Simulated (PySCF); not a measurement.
C₈H₁₆OSi.
Geometry (PBE0-D3(BJ)/def2-SVP, Å), atoms numbered from 1 in this order:
```
atom  x, y, z in Å
C1     2.0411    0.2676    1.6300
C2     1.6030    0.5649    0.3990
C3     2.5517    1.0852   -0.6452
C4     0.1666    0.4151   -0.0385
C5    -0.4291    1.7680   -0.5020
C6    -0.4240    2.8538    0.5636
C7    -0.7555   -0.2844    0.9804
C8    -1.9694   -0.8517    0.2440
O9    -1.5424   -1.4242   -0.9781
Si10  -0.0471   -0.8383   -1.4685
H11    3.0982    0.3747    1.8876
H12    1.3767   -0.0879    2.4198
H13    2.4983    0.4897   -1.5742
H14    3.5912    1.0648   -0.2909
H15    2.3127    2.1239   -0.9266
H16   -1.4613    1.6028   -0.8568
H17    0.1197    2.1255   -1.3885
H18   -1.0204    2.5694    1.4440
H19   -0.8461    3.7911    0.1705
H20    0.5979    3.0623    0.9164
H21   -0.2066   -1.1212    1.4425
H22   -1.0634    0.3867    1.7996
H23   -2.4705   -1.6264    0.8469
H24   -2.7184   -0.0626    0.0434
H25   -0.1322   -0.2128   -2.8222
H26    0.9814   -1.9215   -1.4894
```

Jobs on this species (26 atoms, 86 electrons) with PySCF (density fitting). Hardware of each: an x86-64 server with one thread, on a shared host. Times come from a shared host and carry two figures at best.

Question: Rank these jobs by wall time, shortest first.
A. PBE0-D3(BJ)/def2-SVP, grid level 1; geometry optimisation from a GFN2-xTB start; 224 basis functions
B. HF/pcSseg-1; shieldings; 257 basis functions
C. PBE0/pcSseg-1; shieldings, charges and field gradients; 257 basis functions

Answer: B (25 s), C (49 s), A (2.1 min).

All jobs:

```json
{"level and settings": "HF/pcSseg-1", "work": "shieldings", "basis functions": "257", "SCF cycles": "11", "wall time": "25 s"}
{"level and settings": "PBE0/pcSseg-1", "work": "shieldings, charges and field gradients", "basis functions": "257", "SCF cycles": "14", "wall time": "49 s"}
{"level and settings": "PBE0-D3(BJ)/def2-SVP, grid level 1", "work": "geometry optimisation from a GFN2-xTB start", "basis functions": "224", "SCF cycles": "41", "wall time": "2.1 min"}
```

Q: What do all jobs in the table cost together?

A: About 3.3 min; the longest takes about 63 % of that, and about 5 times as long as the shortest.
